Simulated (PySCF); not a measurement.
F$_{2}$OS, charge -1, doublet, at a GFN2-xTB geometry (a state made from the parent by changing its charge; the spin is typed, not shown lowest); TPSS/6-31G** (PySCF).

PySCF was given this input:
```python
from pyscf import gto, scf, dft

mol = gto.Mole()
mol.atom = '''
    O     1.302563   -0.091502   -0.179801
    S    -0.137690    0.009672    0.019006
    F    -0.341904    1.865449   -0.039626
    F    -0.571149   -1.801309    0.165660
'''
mol.basis = '6-31g**'
mol.charge = -1
mol.spin = 1
mol.verbose = 4
mol.build()

mf = dft.UKS(mol)
mf.xc = 'tpss'
mf.diis = False
mf.damp = 0.3
mf.diis_start_cycle = 200
mf.max_cycle = 150
mf.kernel()
```

The log (banner, timings and long lists left out):

```
PySCF version 2.14.0

[INPUT] verbose = 4
[INPUT] num. atoms = 4
[INPUT] num. electrons = 43
[INPUT] charge = -1
[INPUT] spin (= nelec alpha-beta = 2S) = 1
[INPUT] symmetry False subgroup None
[INPUT] Mole.unit = angstrom
[INPUT] Symbol           X                Y                Z      unit          X                Y                Z       unit  Magmom
[...]
nuclear repulsion = 169.481208090302
number of shells = 26
number of NR pGTOs = 132
number of NR cGTOs = 60
basis = 6-31g**
ecp = {}

******** <class 'pyscf.dft.uks.UKS'> ********
method = UKS
initial guess = minao
damping factor = 0.3
level_shift factor = 0
DIIS disabled
SCF conv_tol = 1e-09
SCF conv_tol_grad = None
SCF max_cycles = 150
direct_scf = True
direct_scf_tol = 1e-13
number electrons alpha = 22  beta = 21
XC library pyscf.dft.libxc version 7.1.2
    S. Lehtola, C. Steigemann, M. J. T. Oliveira, and M. A. L. Marques,  SoftwareX 7, 1–5 (2018)
XC functionals = tpss
    J. Tao, J. P. Perdew, V. N. Staroverov, and G. E. Scuseria,  Phys. Rev. Lett. 91, 146401 (2003)
    J. P. Perdew, J. Tao, V. N. Staroverov, and G. E. Scuseria,  J. Chem. Phys. 120, 6898 (2004)
    J. Tao, J. P. Perdew, V. N. Staroverov, and G. E. Scuseria,  Phys. Rev. Lett. 91, 146401 (2003)
    J. P. Perdew, J. Tao, V. N. Staroverov, and G. E. Scuseria,  J. Chem. Phys. 120, 6898 (2004)
radial grids:
    Treutler-Ahlrichs [JCP 102, 346 (1995); DOI:10.1063/1.469408] (M4) radial grids

becke partition: Becke, JCP 88, 2547 (1988); DOI:10.1063/1.454033
pruning grids: <function nwchem_prune>
grids dens level: 3
symmetrized grids: False
atomic radii adjust function: <function treutler_atomic_radii_adjust>
small_rho_cutoff = 0
Set gradient conv threshold to 3.16228e-05
tot grids = 61488
init E= -673.352066087713

cycle= 1 E= -672.797240981342  delta_E= 0.555  |g|= 0.911  |ddm|= 1.72
cycle= 2 E= -672.645064511192  delta_E= 0.152  |g|= 1.07  |ddm|= 1.29
cycle= 3 E= -672.489440480742  delta_E= 0.156  |g|= 1.21  |ddm|= 1.62
cycle= 4 E= -671.881028011386  delta_E= 0.608  |g|= 1.66  |ddm|= 2.08
cycle= 5 E= -671.717165738545  delta_E= 0.164  |g|= 1.74  |ddm|= 2.53
cycle= 6 E= -669.847831925356  delta_E= 1.87  |g|= 2.39  |ddm|=  3.2
cycle= 7 E= -669.924105467387  delta_E= -0.0763  |g|= 2.55  |ddm|= 3.94
cycle= 8 E= -666.095273617787  delta_E= 3.83  |g|= 3.02  |ddm|= 5.62
cycle= 9 E= -654.898546921018  delta_E= 11.2  |g|= 5.99  |ddm|= 7.79
cycle= 10 E= -651.795637829634  delta_E=  3.1  |g|= 4.44  |ddm|=   10
cycle= 11 E= -620.306168037443  delta_E= 31.5  |g|= 7.55  |ddm|= 11.5
cycle= 12 E= -637.17152504656  delta_E= -16.9  |g|= 5.33  |ddm|= 10.6
cycle= 13 E= -619.505719127641  delta_E= 17.7  |g|= 7.29  |ddm|= 11.3
cycle= 14 E= -631.400721423391  delta_E= -11.9  |g|= 5.45  |ddm|= 11.7
cycle= 15 E= -614.625917183353  delta_E= 16.8  |g|= 7.39  |ddm|= 11.9
cycle= 16 E= -628.391162948742  delta_E= -13.8  |g|= 5.37  |ddm|= 12.1
cycle= 17 E= -614.327577464608  delta_E= 14.1  |g|= 6.47  |ddm|= 12.1
cycle= 18 E= -628.727538618941  delta_E= -14.4  |g|= 5.36  |ddm|=   12
cycle= 19 E= -616.382350183428  delta_E= 12.3  |g|= 6.55  |ddm|=   12
cycle= 20 E= -629.555255278272  delta_E= -13.2  |g|= 5.33  |ddm|= 11.9
cycle= 21 E= -617.052534944768  delta_E= 12.5  |g|= 6.58  |ddm|= 11.9
cycle= 22 E= -629.824926371313  delta_E= -12.8  |g|= 5.32  |ddm|= 11.9
cycle= 23 E= -617.514917747077  delta_E= 12.3  |g|= 6.57  |ddm|= 11.8
cycle= 24 E= -629.859717034079  delta_E= -12.3  |g|= 5.35  |ddm|= 11.8
cycle= 25 E= -618.126500985468  delta_E= 11.7  |g|= 6.55  |ddm|= 11.8
cycle= 26 E= -629.184134974792  delta_E= -11.1  |g|= 5.55  |ddm|= 11.7
cycle= 27 E= -627.753261615896  delta_E= 1.43  |g|= 6.01  |ddm|= 10.8
cycle= 28 E= -629.116671159191  delta_E= -1.36  |g|= 5.54  |ddm|= 10.8
cycle= 29 E= -627.829891769991  delta_E= 1.29  |g|= 5.89  |ddm|= 10.6
cycle= 30 E= -629.911685204583  delta_E= -2.08  |g|= 5.47  |ddm|= 10.6
cycle= 31 E= -627.642601235029  delta_E= 2.27  |g|= 5.87  |ddm|= 10.6
cycle= 32 E= -629.879241167423  delta_E= -2.24  |g|= 5.46  |ddm|= 10.6
cycle= 33 E= -627.7658045593  delta_E= 2.11  |g|= 5.87  |ddm|= 10.6
cycle= 34 E= -629.853329296925  delta_E= -2.09  |g|= 5.47  |ddm|= 10.6
cycle= 35 E= -627.732961412794  delta_E= 2.12  |g|= 5.87  |ddm|= 10.6
cycle= 36 E= -629.865108084076  delta_E= -2.13  |g|= 5.47  |ddm|= 10.6
cycle= 37 E= -627.734844159581  delta_E= 2.13  |g|= 5.87  |ddm|= 10.6
cycle= 38 E= -629.862692840703  delta_E= -2.13  |g|= 5.47  |ddm|= 10.6
cycle= 39 E= -627.736275373533  delta_E= 2.13  |g|= 5.87  |ddm|= 10.6
cycle= 40 E= -629.862723398194  delta_E= -2.13  |g|= 5.47  |ddm|= 10.6
cycle= 41 E= -627.73559124579  delta_E= 2.13  |g|= 5.87  |ddm|= 10.6
cycle= 42 E= -629.862892648263  delta_E= -2.13  |g|= 5.47  |ddm|= 10.6
cycle= 43 E= -627.735719501885  delta_E= 2.13  |g|= 5.87  |ddm|= 10.6
cycle= 44 E= -629.862833970592  delta_E= -2.13  |g|= 5.47  |ddm|= 10.6
cycle= 45 E= -627.735718199545  delta_E= 2.13  |g|= 5.87  |ddm|= 10.6
cycle= 46 E= -629.862843800769  delta_E= -2.13  |g|= 5.47  |ddm|= 10.6
cycle= 47 E= -627.735708213842  delta_E= 2.13  |g|= 5.87  |ddm|= 10.6
cycle= 48 E= -629.862844768981  delta_E= -2.13  |g|= 5.47  |ddm|= 10.6
cycle= 49 E= -627.735711394968  delta_E= 2.13  |g|= 5.87  |ddm|= 10.6
cycle= 50 E= -629.862843827012  delta_E= -2.13  |g|= 5.47  |ddm|= 10.6
cycle= 51 E= -627.735710832876  delta_E= 2.13  |g|= 5.87  |ddm|= 10.6
cycle= 52 E= -629.862844122357  delta_E= -2.13  |g|= 5.47  |ddm|= 10.6
cycle= 53 E= -627.735710762411  delta_E= 2.13  |g|= 5.87  |ddm|= 10.6
cycle= 54 E= -629.862844094099  delta_E= -2.13  |g|= 5.47  |ddm|= 10.6
cycle= 55 E= -627.735710812793  delta_E= 2.13  |g|= 5.87  |ddm|= 10.6
cycle= 56 E= -629.862844086398  delta_E= -2.13  |g|= 5.47  |ddm|= 10.6
cycle= 57 E= -627.73571079539  delta_E= 2.13  |g|= 5.87  |ddm|= 10.6
cycle= 58 E= -629.862844092137  delta_E= -2.13  |g|= 5.47  |ddm|= 10.6
cycle= 59 E= -627.735710796537  delta_E= 2.13  |g|= 5.87  |ddm|= 10.6
cycle= 60 E= -629.86284409098  delta_E= -2.13  |g|= 5.47  |ddm|= 10.6
[...]
cycle= 68 E= -629.86284409115  delta_E= -2.13  |g|= 5.47  |ddm|= 10.6
cycle= 69 E= -627.735710796574  delta_E= 2.13  |g|= 5.87  |ddm|= 10.6
cycle= 70 E= -629.862844091152  delta_E= -2.13  |g|= 5.47  |ddm|= 10.6
cycle= 71 E= -627.735710796574  delta_E= 2.13  |g|= 5.87  |ddm|= 10.6
cycle= 72 E= -629.86284409115  delta_E= -2.13  |g|= 5.47  |ddm|= 10.6
cycle= 73 E= -627.735710796575  delta_E= 2.13  |g|= 5.87  |ddm|= 10.6
cycle= 74 E= -629.862844091152  delta_E= -2.13  |g|= 5.47  |ddm|= 10.6
cycle= 75 E= -627.735710796574  delta_E= 2.13  |g|= 5.87  |ddm|= 10.6
cycle= 76 E= -629.862844091152  delta_E= -2.13  |g|= 5.47  |ddm|= 10.6
cycle= 77 E= -627.735710796574  delta_E= 2.13  |g|= 5.87  |ddm|= 10.6
cycle= 78 E= -629.862844091152  delta_E= -2.13  |g|= 5.47  |ddm|= 10.6
cycle= 79 E= -627.735710796574  delta_E= 2.13  |g|= 5.87  |ddm|= 10.6
cycle= 80 E= -629.862844091152  delta_E= -2.13  |g|= 5.47  |ddm|= 10.6
cycle= 81 E= -627.735710796575  delta_E= 2.13  |g|= 5.87  |ddm|= 10.6
cycle= 82 E= -629.862844091151  delta_E= -2.13  |g|= 5.47  |ddm|= 10.6
cycle= 83 E= -627.735710796574  delta_E= 2.13  |g|= 5.87  |ddm|= 10.6
cycle= 84 E= -629.862844091151  delta_E= -2.13  |g|= 5.47  |ddm|= 10.6
cycle= 85 E= -627.735710796575  delta_E= 2.13  |g|= 5.87  |ddm|= 10.6
cycle= 86 E= -629.862844091151  delta_E= -2.13  |g|= 5.47  |ddm|= 10.6
cycle= 87 E= -627.735710796574  delta_E= 2.13  |g|= 5.87  |ddm|= 10.6
cycle= 88 E= -629.862844091151  delta_E= -2.13  |g|= 5.47  |ddm|= 10.6
cycle= 89 E= -627.735710796574  delta_E= 2.13  |g|= 5.87  |ddm|= 10.6
cycle= 90 E= -629.862844091151  delta_E= -2.13  |g|= 5.47  |ddm|= 10.6
cycle= 91 E= -627.735710796575  delta_E= 2.13  |g|= 5.87  |ddm|= 10.6
cycle= 92 E= -629.862844091151  delta_E= -2.13  |g|= 5.47  |ddm|= 10.6
cycle= 93 E= -627.735710796575  delta_E= 2.13  |g|= 5.87  |ddm|= 10.6
cycle= 94 E= -629.86284409115  delta_E= -2.13  |g|= 5.47  |ddm|= 10.6
cycle= 95 E= -627.735710796574  delta_E= 2.13  |g|= 5.87  |ddm|= 10.6
cycle= 96 E= -629.862844091152  delta_E= -2.13  |g|= 5.47  |ddm|= 10.6
cycle= 97 E= -627.735710796575  delta_E= 2.13  |g|= 5.87  |ddm|= 10.6
cycle= 98 E= -629.862844091152  delta_E= -2.13  |g|= 5.47  |ddm|= 10.6
cycle= 99 E= -627.735710796574  delta_E= 2.13  |g|= 5.87  |ddm|= 10.6
cycle= 100 E= -629.862844091152  delta_E= -2.13  |g|= 5.47  |ddm|= 10.6
cycle= 101 E= -627.735710796574  delta_E= 2.13  |g|= 5.87  |ddm|= 10.6
cycle= 102 E= -629.862844091151  delta_E= -2.13  |g|= 5.47  |ddm|= 10.6
cycle= 103 E= -627.735710796573  delta_E= 2.13  |g|= 5.87  |ddm|= 10.6
cycle= 104 E= -629.862844091152  delta_E= -2.13  |g|= 5.47  |ddm|= 10.6
cycle= 105 E= -627.735710796576  delta_E= 2.13  |g|= 5.87  |ddm|= 10.6
cycle= 106 E= -629.862844091151  delta_E= -2.13  |g|= 5.47  |ddm|= 10.6
cycle= 107 E= -627.735710796575  delta_E= 2.13  |g|= 5.87  |ddm|= 10.6
cycle= 108 E= -629.862844091151  delta_E= -2.13  |g|= 5.47  |ddm|= 10.6
cycle= 109 E= -627.735710796575  delta_E= 2.13  |g|= 5.87  |ddm|= 10.6
cycle= 110 E= -629.862844091151  delta_E= -2.13  |g|= 5.47  |ddm|= 10.6
cycle= 111 E= -627.735710796574  delta_E= 2.13  |g|= 5.87  |ddm|= 10.6
cycle= 112 E= -629.862844091151  delta_E= -2.13  |g|= 5.47  |ddm|= 10.6
cycle= 113 E= -627.735710796575  delta_E= 2.13  |g|= 5.87  |ddm|= 10.6
cycle= 114 E= -629.862844091152  delta_E= -2.13  |g|= 5.47  |ddm|= 10.6
cycle= 115 E= -627.735710796575  delta_E= 2.13  |g|= 5.87  |ddm|= 10.6
cycle= 116 E= -629.862844091151  delta_E= -2.13  |g|= 5.47  |ddm|= 10.6
cycle= 117 E= -627.735710796575  delta_E= 2.13  |g|= 5.87  |ddm|= 10.6
cycle= 118 E= -629.862844091151  delta_E= -2.13  |g|= 5.47  |ddm|= 10.6
cycle= 119 E= -627.735710796575  delta_E= 2.13  |g|= 5.87  |ddm|= 10.6
cycle= 120 E= -629.862844091151  delta_E= -2.13  |g|= 5.47  |ddm|= 10.6
cycle= 121 E= -627.735710796574  delta_E= 2.13  |g|= 5.87  |ddm|= 10.6
cycle= 122 E= -629.86284409115  delta_E= -2.13  |g|= 5.47  |ddm|= 10.6
cycle= 123 E= -627.735710796575  delta_E= 2.13  |g|= 5.87  |ddm|= 10.6
cycle= 124 E= -629.862844091151  delta_E= -2.13  |g|= 5.47  |ddm|= 10.6
cycle= 125 E= -627.735710796574  delta_E= 2.13  |g|= 5.87  |ddm|= 10.6
cycle= 126 E= -629.862844091152  delta_E= -2.13  |g|= 5.47  |ddm|= 10.6
cycle= 127 E= -627.735710796575  delta_E= 2.13  |g|= 5.87  |ddm|= 10.6
cycle= 128 E= -629.86284409115  delta_E= -2.13  |g|= 5.47  |ddm|= 10.6
cycle= 129 E= -627.735710796575  delta_E= 2.13  |g|= 5.87  |ddm|= 10.6
cycle= 130 E= -629.862844091152  delta_E= -2.13  |g|= 5.47  |ddm|= 10.6
cycle= 131 E= -627.735710796574  delta_E= 2.13  |g|= 5.87  |ddm|= 10.6
cycle= 132 E= -629.862844091152  delta_E= -2.13  |g|= 5.47  |ddm|= 10.6
cycle= 133 E= -627.735710796575  delta_E= 2.13  |g|= 5.87  |ddm|= 10.6
cycle= 134 E= -629.86284409115  delta_E= -2.13  |g|= 5.47  |ddm|= 10.6
cycle= 135 E= -627.735710796576  delta_E= 2.13  |g|= 5.87  |ddm|= 10.6
cycle= 136 E= -629.86284409115  delta_E= -2.13  |g|= 5.47  |ddm|= 10.6
cycle= 137 E= -627.735710796575  delta_E= 2.13  |g|= 5.87  |ddm|= 10.6
cycle= 138 E= -629.862844091152  delta_E= -2.13  |g|= 5.47  |ddm|= 10.6
cycle= 139 E= -627.735710796574  delta_E= 2.13  |g|= 5.87  |ddm|= 10.6
cycle= 140 E= -629.862844091151  delta_E= -2.13  |g|= 5.47  |ddm|= 10.6
cycle= 141 E= -627.735710796574  delta_E= 2.13  |g|= 5.87  |ddm|= 10.6
cycle= 142 E= -629.862844091151  delta_E= -2.13  |g|= 5.47  |ddm|= 10.6
cycle= 143 E= -627.735710796574  delta_E= 2.13  |g|= 5.87  |ddm|= 10.6
cycle= 144 E= -629.862844091151  delta_E= -2.13  |g|= 5.47  |ddm|= 10.6
cycle= 145 E= -627.735710796575  delta_E= 2.13  |g|= 5.87  |ddm|= 10.6
cycle= 146 E= -629.862844091151  delta_E= -2.13  |g|= 5.47  |ddm|= 10.6
cycle= 147 E= -627.735710796575  delta_E= 2.13  |g|= 5.87  |ddm|= 10.6
cycle= 148 E= -629.86284409115  delta_E= -2.13  |g|= 5.47  |ddm|= 10.6
cycle= 149 E= -627.735710796575  delta_E= 2.13  |g|= 5.87  |ddm|= 10.6
cycle= 150 E= -629.862844091151  delta_E= -2.13  |g|= 5.47  |ddm|= 10.6
SCF not converged.
SCF energy = -629.862844091151 after 150 cycles  <S^2> = 0.75089859  2S+1 = 2.0008984
```

Convergence was not reached.
